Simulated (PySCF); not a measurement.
Computed IR spectrum (relative IR intensity) of a molecule C4H5FO. The structure is a stationary point at B3LYP-D3(BJ)/def2-SVP. One conformer was computed; it need not be the lowest. These are B3LYP-D3(BJ)/def2-SVP (PySCF 2.14.0) values and carry that method's errors. No scaling factor is applied to the harmonic values.

```json
[
 {"ν (cm⁻¹)": "107", "relative intensity": "2.2"},
 {"ν (cm⁻¹)": "237", "relative intensity": "3.7"},
 {"ν (cm⁻¹)": "442", "relative intensity": "2.4"},
 {"ν (cm⁻¹)": "518", "relative intensity": "7.7"},
 {"ν (cm⁻¹)": "841", "relative intensity": "2.4"},
 {"ν (cm⁻¹)": "884", "relative intensity": "20"},
 {"ν (cm⁻¹)": "979", "relative intensity": "19"},
 {"ν (cm⁻¹)": "1071", "relative intensity": "4.5"},
 {"ν (cm⁻¹)": "1098", "relative intensity": "4.8"},
 {"ν (cm⁻¹)": "1157", "relative intensity": "16"},
 {"ν (cm⁻¹)": "1192", "relative intensity": "19"},
 {"ν (cm⁻¹)": "1230", "relative intensity": "4.9"},
 {"ν (cm⁻¹)": "1291", "relative intensity": "3.7"},
 {"ν (cm⁻¹)": "1398", "relative intensity": "6.7"},
 {"ν (cm⁻¹)": "1432", "relative intensity": "2.1"},
 {"ν (cm⁻¹)": "1485", "relative intensity": "28"},
 {"ν (cm⁻¹)": "1847", "relative intensity": "100"},
 {"ν (cm⁻¹)": "2835", "relative intensity": "41"},
 {"ν (cm⁻¹)": "3152", "relative intensity": "4.4"}
]
```

Task: Which molecule gave these data?
A) C=COC(=C)F
B) O=C[C@@H]1C[C@H]1F
C) C=CO/C=C/F
D) C[C@H]1C=C(F)O1

Result: B, O=C[C@@H]1C[C@H]1F
